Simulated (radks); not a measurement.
The numbers below are computed, except where a source is named.
Coulomb parameter of the 4d shell of the rhodium ion Rh2+ in the model configuration [Kr] 4d6 5s1, as a second difference U = [E(n + 0.5) + E(n - 0.5) - 2 E(n)] / (0.5)^2 with all orbitals relaxed. "Bare": the charge of the atom changes with n. "Screened": the 5s shell takes up the change at fixed total charge, which measures U(4d,4d) + U(5s,5s) - 2 U(4d,5s). Level of theory: scalar-relativistic Kohn-Sham, PBE, spin-unpolarised, spherical densities, finite nucleus; Fermi nuclear charge, rms radius 4.4945 fm (a radial shooting solver on a logarithmic mesh with Libxc functionals).

| case | configuration | E - E(n) (eV) |
|---|---|---|
| start | [Kr] 4d6 5s1 | 0.000 |
| bare +0.5 | [Kr] 4d6.5 5s1 | -13.033 |
| bare -0.5 | [Kr] 4d5.5 5s1 | 16.400 |
| screened +0.5 | [Kr] 4d6.5 5s0.5 | -3.775 |
| screened -0.5 | [Kr] 4d5.5 5s1.5 | 4.294 |

U(bare) = 13.468 eV, U(screened by 5s) = 2.076 eV, against the Slater integral F0(4d,4d) = 17.685 eV with frozen orbitals.
